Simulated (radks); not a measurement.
Results of a calculation; reference values are marked as such.
Effect of the nuclear size on neutral samarium, [Xe] 4f6 6s2. Level of theory: Dirac Kohn-Sham, exchange-only LDA, spin-unpolarised, spherical densities, finite nucleus; open shells fill j = l - 1/2 first; Fermi nuclear charge, rms radius 5.0819 fm (a radial shooting solver on a logarithmic mesh with Libxc functionals). The rms radius is varied about that value; shifts are against it.

| rms radius (fm) | total energy shift (eV) | density at nucleus (e/bohr^3) | 1s1/2 shift (meV) | 2s1/2 shift (meV) | 5s1/2 shift (meV) | 5p1/2 shift (meV) | 6s1/2 shift (meV) | 4f5/2 shift (meV) | 6p1/2 (empty) shift (meV) |
|---|---|---|---|---|---|---|---|---|---|
| 4.1316 | -5.74 | 5.579e+05 | -2370 | -300 | -2.22 | 0.294 | -0.091 | 0.461 | 0.079 |
| 4.8634 | -1.40 | 5.366e+05 | -578 | -73.2 | -0.541 | 0.072 | -0.022 | 0.112 | 0.019 |
| 5.0819 | 0 | 5.31e+05 | 0.000 | 0.000 | 0.000 | 0.000 | 0.000 | 0.000 | 0.000 |
| 5.4885 | 2.73 | 5.214e+05 | 1130 | 143 | 1.05 | -0.140 | 0.043 | -0.219 | -0.038 |
| 5.9357 | 5.91 | 5.117e+05 | 2440 | 309 | 2.28 | -0.303 | 0.094 | -0.475 | -0.082 |

Slopes of the eigenvalues against <r^2> in GHz/fm^2, as finite differences over the two radii next to the reference (eigenvalue slopes, not the field-shift constants of lines): 1s1/2 63800, 2s1/2 8070, 5s1/2 59.6, 5p1/2 -7.91, 6s1/2 2.45, 4f5/2 -12.4, 6p1/2 (empty) -2.13.
